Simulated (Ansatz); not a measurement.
Two isomers of C2H7NSi: A = `C/C=N\[SiH3]`, B = `C1C[SiH2]N1`.

Gas-phase electronic energies from Ansatz, PBE0-D4/def2-TZVP geometries. CBS: MP2 limit from def2 TZ/QZ plus the TZ coupled-cluster correction, frozen cores. DFT in def2-TZVPP. B3LYP here is the variant with VWN-RPA as its local correlation; programs differ in this.

Problem. Which is lower in electronic energy at CCSD(T)/CBS, and by how much? (An estimate is asked.)

Solution. The calculation gave: B, by 18.4 kJ/mol.

Problem. Give E(B) − E(A) in kJ/mol with CCSD/def2-TZVPP, B2PLYP, LDA (SPW92), ωB97M-V, r2SCAN-D4, HF/def2-TZVPP, B3LYP-D4. (Best estimate.)

Solution. The calculation gave: CCSD/def2-TZVPP -15.6, B2PLYP -6.3, LDA (SPW92) -39.7, ωB97M-V -21.3, r2SCAN-D4 -14.1, HF/def2-TZVPP 6.8, B3LYP-D4 -1.3. The order is the other way round with HF/def2-TZVPP.

Problem. Does the order hold for the free energy at 298.15 K (harmonic terms from PBE0-D4)? (Best estimate.)

Solution. Ansatz gave: Yes: G(B) − G(A) = -2.9 kJ/mol.

Largest T1 diagnostic: 0.013.

At CCSD(T), def2-SVP lies +16.3 kJ/mol from the extrapolated value and def2-TZVPP +4.3 kJ/mol. From r2SCAN to r2SCAN0 (25 % exact exchange), in def2-TZVPP and without D4, E(B) − E(A) moves by −10.3 kJ/mol.
